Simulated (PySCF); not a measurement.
## Electron correlation in I⁴⁸⁺ (iodine, charge +48)

Starting occupation: [He] 2s2 2p1, 2p3/2 with m_j = +3/2. Computed with PySCF 2.14 in an even-tempered Gaussian basis (17 s from 27 bohr⁻², ratio 2.4; 12 p from 36 bohr⁻², ratio 2.4; 5 d from 120 bohr⁻², ratio 2.6; 4 f from 170 bohr⁻², ratio 2.6), with X2C-1e with screened-nucleus spin-orbit coupling, Gaussian nucleus. Frozen: nothing; 5 electrons correlated; the 32 highest virtual spinors left out.

MP2 pair energies summed by pair of shells (mhartree):

```csv
pair,energy,share (%)
2s1/2-2s1/2,-158.72,57.3
1s1/2-1s1/2,-50.25,18.1
2p3/2-2s1/2,-40.07,14.5
1s1/2-2s1/2,-17.98,6.5
1s1/2-2p3/2,-9.87,3.6
```

Total MP2 correlation energy: -276.89 mhartree.

At this charge the one-electron X2C treatment keeps the bare 1/r₁₂, with no two-electron picture change or Breit term. That inflates the 1s pair energies well beyond their four-component values.
